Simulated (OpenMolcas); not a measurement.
## What dynamic correlation does to the levels of neutral barium

```json
{
  "Program": "OpenMolcas 26.06",
  "Basis": "ANO-RCC [12s10p8d4f2g]",
  "Scalar Hamiltonian": "DKH2, point nucleus",
  "Active space": "2 electrons in 9 orbitals (5d 6s 6p)",
  "State averaging": "2S+1 = 3 even, 18 roots; 2S+1 = 1 even, 21 roots; 2S+1 = 3 odd, 18 roots; 2S+1 = 1 odd, 18 roots",
  "Spin-orbit coupling": "state interaction with AMFI integrals over the reference wave functions, term energies averaged over their components"
}
```

Methods on the same reference wave functions:
A. CASSCF
B. SS-CASPT2, IPEA 0.25 Eh, imaginary shift 0.1 Eh (closed shells correlated: 5s 5p)
C. MS-CASPT2, IPEA 0.25 Eh, imaginary shift 0.1 Eh (closed shells correlated: 5s 5p)

Energies in cm⁻¹ above 6s² ¹S₀, the measured ground level; measured values from NIST Handbook of Basic Atomic Spectroscopic Data.

```csv
Level,A,B,C,Measured
6s² ¹S₀,0.0,0.0,0.0,0.0
5d 6s ³D₁,11369,8890,9010,9034
6s 6p ³P°₀,11427,12100,12220,12266
5d 6s ³D₂,11560,9090,9210,9216
6s 6p ³P°₁,11609,12290,12400,12637
5d 6s ³D₃,11924,9440,9560,9597
6s 6p ³P°₂,11988,12670,12780,13515
5d 6s ¹D₂,13452,11430,11510,11395
6s 6p ¹P°₁,19223,17920,17860,18060
5d 6p ³F°₂,22327,21470,21590,22065
5d 6p ³F°₃,22861,21990,22110,22947
5d 6p ³F°₄,23513,22650,22770,23757
5d 6p ¹D°₂,23662,22990,23110,23074
5d² ³F₂,23946,20430,20560,
5d² ³F₃,24331,20800,20920,
5d 6p ³D°₁,24612,23700,23810,24192
5d² ³F₄,24767,21230,21350,
5d 6p ³D°₂,24976,24080,24200,24532
5d 6p ³D°₃,25370,24440,24560,24980
5d² ³P₀,25377,23540,23150,
5d² ¹D₂ [70 %],25466,22890,22990,
5d² ³P₁,25686,24020,23450,
5d² ³P₂ [73 %],26268,24470,23880,
5d 6p ³P°₀,26564,24770,24900,
```

Deviations, from unrounded energies. A percentage is the sum of absolute deviations over the sum of measured energies, with the sign that they share, or ± where signs differ.

```
           Against measurement  Levels     A     B     C
mean absolute deviation (cm-1)      15  1100   410   320
      other configurations (%)      15  ±6.1  ±2.4  ±1.9
```

C lies closest to measurement on these levels and A furthest from it. The largest miss of C in the table is 5d 6p ³F°₄, by -990 cm-1. The ranking rests on the paired levels alone, and a cruder setting can come out closer through cancelling errors.

Between B and C the level of the table that moves most is 5d² ³P₂ [73 %], by 590 cm-1 (lowest in C, highest in B). Moves below CASPT2's spread within the term are not significant.

The mean deviations of B to C differ by less than CASPT2's widest spread within a term (500 cm-1), so their order carries little weight.

The lowest spin-free term lies below A's lowest term by 0.200 hartree in B, 0.201 hartree in C.

CASPT2 does not keep the components of a term degenerate, so their means are used; among the terms shown or strongly mixed into the levels shown the widest spread is 500 cm-1 (5d² ³F, C). Some levels mix across a computed gap that differs much from the measured one, so their mixing is not that of the real levels. A single d shell beside an s shell can misplace configurations of different d count against each other. Measured partners are found by configuration, term and J. A level has none where our copy of the source lacks it or the pairing is in doubt (some pairs that miss far off the trend of their configuration count as doubtful), and it then counts in no deviation. Levels of configurations outside the active space are missing. The table leaves out levels that lie high or whose names do not pair safely across all columns.

A share in square brackets marks a mixed level and gives the weight of the term that names it, the lowest over the columns. ° marks odd parity.
